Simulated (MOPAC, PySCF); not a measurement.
Torsional profile of SMILES c1cc(sc1)[SiH2][SiH3] (C4H8SSi2). Scanned: dihedral Si1–Si2–C3–S7; all other coordinates were relaxed at GFN2-xTB. Points at φ and −φ are mirror images. Heavy atoms are numbered in the order of the SMILES [SiH3][SiH2]c1cccs1, hydrogens after them in the order of the atoms that carry them; the mirror image has the same energies with the sign of each dihedral reversed.

Levels: RMP2/6-31G* = restricted MP2 (frozen core)/6-31G*, spherical d // GFN2-xTB (PySCF); AM1, restricted, heats of formation // GFN2-xTB (MOPAC); RKS-B3LYP/6-31G* = restricted B3LYP/6-31G*, spherical d, density fitting // GFN2-xTB (PySCF).

Energies in kJ/mol, each method relative to its own lowest point.

```csv
φ / °,RMP2/6-31G*,AM1,RKS-B3LYP/6-31G*
-165,2.01,4.92,2.25
-150,1.20,3.33,1.62
-135,0.79,1.42,1.16
-120,0.35,0.31,0.55
-105,0.57,0.00,0.51
-90,0.59,0.28,0.34
-75,0.30,0.78,0.02
-60,0.00,1.28,0.00
-45,0.20,1.63,0.63
-30,1.63,2.07,2.33
-15,3.73,2.61,4.42
0,4.79,2.81,5.37
15,3.73,2.61,4.42
30,1.63,2.07,2.33
45,0.20,1.63,0.63
60,0.00,1.28,0.00
75,0.30,0.78,0.02
90,0.59,0.28,0.34
105,0.57,0.00,0.51
120,0.35,0.31,0.55
135,0.79,1.42,1.16
150,1.20,3.33,1.62
165,2.01,4.92,2.25
180,2.07,5.39,2.20
```
